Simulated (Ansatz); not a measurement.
Program: Ansatz 0.2.0.

A structure relaxed at PBE0-D4/def2-TZVP, charge 0, multiplicity 1:

| atom | x (Å) | y (Å) | z (Å) |
| --- | --- | --- | --- |
| O1 | -1.8164 | -2.2143 | 1.1204 |
| B2 | -0.5357 | -2.0039 | 0.7266 |
| Al3 | 0.0343 | -0.0576 | 0.0325 |
| Si4 | -0.0778 | 0.5136 | -2.3630 |
| Si5 | 0.9490 | 1.6816 | 1.5184 |
| H6 | -1.9890 | -3.1127 | 1.4193 |
| H7 | 0.2361 | -2.9353 | 0.7876 |
| H8 | -1.3794 | 0.1132 | -2.9748 |
| H9 | 0.1201 | 1.9637 | -2.6487 |
| H10 | 0.9882 | -0.2262 | -3.1055 |
| H11 | 1.0517 | 1.2845 | 2.9522 |
| H12 | 0.1020 | 2.9100 | 1.4607 |
| H13 | 2.3170 | 2.0835 | 1.0742 |

Problem. Give its formula and SMILES.

Solution. AlBH8OSi2, `O[BH][Al]([SiH3])[SiH3]`.

Problem. Point group (tolerance 0.08 Å, 0.16 Å for H)?

Solution. C1.

Problem. Summarise the bond lengths by kind.

Solution. 1 × B–O 1.356 Å; 1 × H–O 0.962 Å; 1 × Al–B 2.144 Å; 1 × B–H 1.211 Å; 2 × Al–Si 2.464 to 2.465 Å; 6 × H–Si 1.491 to 1.495 Å.
